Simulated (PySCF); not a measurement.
Constitutional and geometric isomers with formula C2H6Si. Gas-phase values, no solvent. Strings in code marks are SMILES.

The brightest of the four lowest singlets (TDA) from two functionals at the same geometries (B3LYP-D3(BJ)/def2-TZVP), both in PySCF: PBE-D3(BJ)/def2-TZVP and B3LYP-D3(BJ)/def2-TZVP. B3LYP has the VWN-RPA correlation part, as in Gaussian. Excitations are Tamm–Dancoff values on a coarser integration grid. The basis has no diffuse functions, so Rydberg states are missing or too high.

| species | PBE-D3(BJ)/def2-TZVP (eV) |
|---|---|
| `[SiH2]1CC1` | 6.21 |
| `C=C[SiH3]` | 6.89 |
| `C=[SiH]C` | 5.67 |
| `CC=[SiH2]` | 5.29 |

### Question
What does B3LYP-D3(BJ)/def2-TZVP give for each?

### Answer

- `[SiH2]1CC1`: 6.42
- `C=C[SiH3]`: 7.47
- `C=[SiH]C`: 5.66
- `CC=[SiH2]`: 5.29
Over these rows, drawn at random from the members with no instability flagged (it was tested for open shells, ions and some series alone), PBE minus B3LYP-D3(BJ): mean -0.19 eV, from -0.57 eV to +0.01 eV.
